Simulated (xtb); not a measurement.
BF2, SMILES F[B+]F, charge +1. All values are semi-empirical tight-binding results from xtb (GFN2-xTB unless named), good for trends rather than for accurate numbers. The structure is a stationary point at GFN2-xTB.

```
Property                                           Result
-----------------------------------------  --------------
point group as xtb finds it                           D∞h
orbital gap                                       8.29 eV
zero-point energy                            5.6 kcal/mol
G − E(el) at 298.15 K (modified RRHO)       -7.8 kcal/mol
static polarisability (D4 model)               18.4 bohr³
solvation energy, GFN2-xTB/ALPB(water)     -67.0 kcal/mol
solvation energy, GFN2-xTB/ALPB(methanol)  -60.4 kcal/mol
```

Computed IR lines (harmonic; lines under 4 % of the strongest left out, lines within 3 cm⁻¹ merged):
ν (cm⁻¹): 360 (m), 2159 (vs) (against the strongest line: vs over 80 %, s over 45 %, m over 15 %, w over 4 %, vw less)
